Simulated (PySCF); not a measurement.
C3H7B.

```xyz
11

B     -0.7478     0.6285     0.0000
H     -1.8725     1.0842     0.0000
C      0.4419     1.6492     0.0000
H      1.4571     1.2246     0.0000
H      0.3441     2.3191     0.8748
H      0.3441     2.3191    -0.8748
C     -0.5902    -0.9195     0.0000
C      0.6010    -1.5477     0.0000
H     -1.4870    -1.5530     0.0000
H      0.6944    -2.6400     0.0000
H      1.5429    -0.9883     0.0000
```

The structure is a stationary point at B3LYP-D3(BJ)/def2-SVP. The structure was generated by enumeration, and PubChem lists no compound with its InChIKey, so it may never have been made. The values are those of a single conformer.

These are PBE0/pcSseg-1 in PySCF values and carry that method's errors. Non-relativistic, no solvent.

**Question.** Give the absolute GIAO shielding of each atom: isotropic value and principal components (ppm). (Estimate from the structure and the level; the computed values follow.)

**Answer.** 
```csv
atom,σ(iso),σ11,σ22,σ33,span
B1,27.1,-39.5,0.3,120.6,160.0
H2,24.4,19.9,25.8,27.4,7.4
C3,174.9,144.7,182.0,198.0,53.3
H4,29.9,26.0,29.3,34.4,8.3
H5,30.4,26.5,28.3,36.3,9.8
H6,30.4,26.5,28.3,36.3,9.8
C7,34.9,-92.9,18.8,178.7,271.6
C8,31.2,-92.6,21.6,164.6,257.2
H9,24.0,20.8,24.1,27.1,6.4
H10,24.5,22.0,24.3,27.1,5.1
H11,24.3,21.4,23.8,27.7,6.4
```
